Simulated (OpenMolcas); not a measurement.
Xe III: effect of the basis set

```yaml
Program: OpenMolcas
Method: "SS-CASPT2, IPEA 0.25 Eh, imaginary shift 0.1 Eh (closed shells correlated: 4d 5s)"
Active_space: 4 electrons in 3 orbitals (5p)
State_averaging: 2S+1 = 3 even, 3 roots; 2S+1 = 1 even, 6 roots
Spin-orbit_coupling: RASSI with atomic mean-field integrals over the reference wave functions, term energies averaged over their components
```

A. ANO-R1 [6s5p3d1f], X2C, finite nucleus; CASPT2 step about 1 core-seconds
B. ANO-RCC-VDZP [6s5p3d1f], DKH2, point nucleus; CASPT2 step of the order of 1 core-seconds
C. ANO-R2 [7s6p4d2f1g], X2C, finite nucleus; CASPT2 step of the order of 1.1 core-seconds
D. ANO-RCC-VTZP [7s6p4d2f1g], DKH2, point nucleus; CASPT2 step roughly 1.4 core-seconds
E. ANO-RCC-VQZP [8s7p5d3f2g], DKH2, point nucleus; CASPT2 step of the order of 2.5 core-seconds
F. ANO-R3 [8s7p5d4f3g2h], X2C, finite nucleus; CASPT2 step about 8 core-seconds

Energies in cm⁻¹ above 5s² 5p⁴ ³P₂, the measured ground level; measured values from Saloman, J. Phys. Chem. Ref. Data 33, 765 (2004).

```
      Level      A      B      C      D      E      F  Measured
5s² 5p⁴ ³P₂    0.0    0.0    0.0    0.0    0.0    0.0       0.0
5s² 5p⁴ ³P₀   8300   8300   7900   7890   7940   7880      8130
5s² 5p⁴ ³P₁   9260   9390   8710   8700   8910   8870      9794
5s² 5p⁴ ¹D₂  18230  18230  16680  16650  16630  16460     17099
5s² 5p⁴ ¹S₀  36960  36820  35280  35250  35200  34880     36103
```

Deviations, from unrounded energies. A percentage is the sum of absolute deviations over the sum of measured energies, with the sign that they share, or ± where signs differ.

```json
{"Against measurement": "mean absolute deviation (cm-1)", "Levels": "4", "A": "670", "B": "600", "C": "640", "D": "660", "E": "610", "F": "760"}
{"Against measurement": "fine structure of the ground term (%)", "Levels": "2", "A": "±3.9", "B": "±3.2", "C": "-7.3", "D": "-7.4", "E": "-6.0", "F": "-6.5"}
{"Against measurement": "other terms of the ground configuration (%)", "Levels": "2", "A": "+3.7", "B": "+3.5", "C": "-2.3", "D": "-2.4", "E": "-2.6", "F": "-3.5"}
```

B, C, E lie about equally close to measurement and F furthest from it. The largest miss of B in the table is 5s² 5p⁴ ¹D₂, by +1100 cm-1. The ranking rests on the paired levels alone, and a cruder setting can come out closer through cancelling errors.

The two smallest mean deviations differ by little beside CASPT2's spread within terms, so their order carries little weight.

Among A to F the level of the table that moves most is 5s² 5p⁴ ¹S₀, by 2100 cm-1 (lowest in F, highest in A). Moves below CASPT2's spread within the term are not significant.

CASPT2 breaks the degeneracy within a term, and the mean is taken; among the terms shown or strongly mixed into the levels shown the widest spread is 180 cm-1 (5s² 5p⁴ ¹D, F). With the s shell closed, the reference lacks s² → p² mixing. Computed and measured levels are paired by configuration, term and J; levels that our copy of the source lacks, or whose pairing is in doubt (as where it misses far off the trend of its configuration), stay unpaired and out of the deviations. Only configurations of the active space appear.
